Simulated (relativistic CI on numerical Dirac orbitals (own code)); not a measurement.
Tb3+: calculation against measurement

Method of calculation: Dirac-Coulomb-Breit CI, KLI orbitals optimised for each configuration, model QED, valence Slater integrals scaled by 0.85, P86 correlation energy added to each configuration (own radial code, finite nucleus).

CI space (outside the closed core [Kr] 4d10 5s2): 4f8 5p6, 4f7 5p6 5d, 4f7 5p6 6s, 4f7 5p6 6p, 4f10 5p4, 4f9 5p5, 4f7 5p6 7s. Levels of other configurations are missing.

| Configuration | Term (tabulated) | J | Measured (cm⁻¹) | Computed | Error | Purity (%) |
| --- | --- | --- | --- | --- | --- | --- |
| 4f8 5p6 | 7F | 6 | 0.0 | 0 | 0 | 95 |
| 4f8 5p6 | 7F | 5 | 2051.6 | 2055 | 3 | 97 |
| 4f8 5p6 | 7F | 4 | 3314.2 | 3283 | -32 | 95 |
| 4f8 5p6 | 7F | 3 | 4292.3 | 4255 | -38 | 94 |
| 4f8 5p6 | 7F | 2 | 4977.9 | 4934 | -43 | 94 |
| 4f8 5p6 | 7F | 1 | 5431.8 | 5386 | -46 | 94 |
| 4f8 5p6 | 7F | 0 | 5653.8 | 5607 | -47 | 94 |
| 4f7 5p6 5d | 9D° | 3 | 51800.8 | 40300 | -11501 | 95 |
| 4f7 5p6 5d | 9D° | 4 | 52399.6 | 40843 | -11556 | 94 |
| 4f7 5p6 5d | 9D° | 5 | 53316.6 | 41658 | -11659 | 94 |
| 4f7 5p6 5d | 7D° | 5 | 62680.6 | 52877 | -9804 | 93 |

Measured levels from Martin, Zalubas and Hagan, Atomic Energy Levels: The Rare-Earth Elements, NSRDS-NBS 60 (1978); pairs were made by configuration, J and term (by order where the table uses no LS term), so strongly mixed levels may be paired wrongly.

Mean error by configuration (cm⁻¹): 4f8 5p6 -34; 4f7 5p6 5d -11130. Over the excited levels the mean absolute error is 4473 cm⁻¹ (10 of the 10 excited levels that our extract of the source holds in range could be paired), and the median relative error of those above 1,000 cm⁻¹ is 0.92 %. Some levels of the ground configuration have no partner.
